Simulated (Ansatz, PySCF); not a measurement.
Molecule: InF$_{2}$, net charge 0, doublet state. It need not be the lowest isomer of its formula. 
Structure (B3LYP-D3(BJ)/def2-TZVP (Ansatz, a first-principles code) minimum search):
```xyz
3

In     0.2297     0.1164     0.0940
F     -0.8133     0.9486    -1.3634
F     -0.4372    -1.5822     0.8518
```
Charge 0, spin multiplicity 2.

Dipole moments at this geometry, in debye (magnitudes).

```csv
level,program,dipole (D)
HF/def2-TZVPD,PySCF,3.70
SVWN5/def2-TZVPD,Ansatz,[?]
B3LYP/def2-TZVPD,Ansatz,3.32
CAM-B3LYP/def2-TZVPD,Ansatz,3.43
CCSD(T)/def2-SVPD,Ansatz,[?]
```

### Question
Some entries are withheld; supply them.

### Answer

- SVWN5/def2-TZVPD, dipole (D): 3.06
- CCSD(T)/def2-SVPD, dipole (D): 3.47
